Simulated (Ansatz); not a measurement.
```yaml
crystal:
  periodic: [false, false, false]
  atoms:
    - {symbol: O, position_ang: [1.078413, 1.460633, 0.268817]}
    - {symbol: C, position_ang: [0.609988, 0.234984, -0.085814]}
    - {symbol: F, position_ang: [1.559452, -0.429612, -0.840538]}
    - {symbol: N, position_ang: [-0.703221, 0.147068, -0.658260]}
    - {symbol: Si, position_ang: [-0.642674, -0.793755, 0.795602]}
    - {symbol: H, position_ang: [0.997473, 2.052319, -0.490903]}
    - {symbol: H, position_ang: [-0.806483, -0.105703, -1.631183]}
    - {symbol: H, position_ang: [-0.495751, -2.264254, 0.717402]}
    - {symbol: H, position_ang: [-1.508596, -0.347981, 1.907776]}
basis:
  gaussian: {orbitals: x2c-TZVPPall, final_grid: {core_spheres: 1, valence_spheres: 1, degree: 3}}
hamiltonian: {xc: {name: wB97M-V}}
correlation: {electrons: outside_noble_gas}
scf: {lower_state_search: light}
```

```sh
$ ansatz run in.yaml --threads 2 --pin off --events-out ev --progress --plain --max-ram 4352MiB
```

(1) How does Ansatz answer? (Estimate.)

Results:

(1) Computed: The input was rejected before any iteration.
```
Error: invalid value for `correlation`: name a method or an active space
```
